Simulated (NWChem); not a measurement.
A series in which one site is exchanged, each optimised at PBE0/def2-SVP with NWChem, gas phase unless a solvent is named. This build's default masses of Se (78.918 u) and Br (79.917 u) are each other's, which moves their modes by up to 0.6 %. For some, no frequency run checked for a minimum. def2 effective core potentials on I; no spin-orbit coupling.

A: F[Se]Cl (SeClF; site = F)
B: Cl[SeH] (HSeCl; site = H)
C: Cl[Se]Cl (SeCl2; site = Cl)
D: Cl[Se]I (SeICl; site = I)

| quantity | A | B | C | D |
|---|---|---|---|---|
| dipole (D), PBE0/def2-SVP | 1.72 | [?] | 1.17 | 0.98 |
| orbital gap (eV), PBE0/def2-SVP | 4.68 | [?] | 4.33 | 3.60 |
| vertical ionisation energy, ΔSCF, PBE0/def2-SVP (eV) | 9.60 | [?] | 9.35 | 8.92 |
| lowest singlet excitation, PBE0/def2-SVPD, TDA (eV) | 2.88 | [?] | 2.69 | 2.17 |

### Question
Complete the blanks.

### Answer

- dipole (D), PBE0/def2-SVP, B: 1.60
- orbital gap (eV), PBE0/def2-SVP, B: 4.69
- vertical ionisation energy, ΔSCF, PBE0/def2-SVP (eV), B: 9.53
- lowest singlet excitation, PBE0/def2-SVPD, TDA (eV), B: 2.89
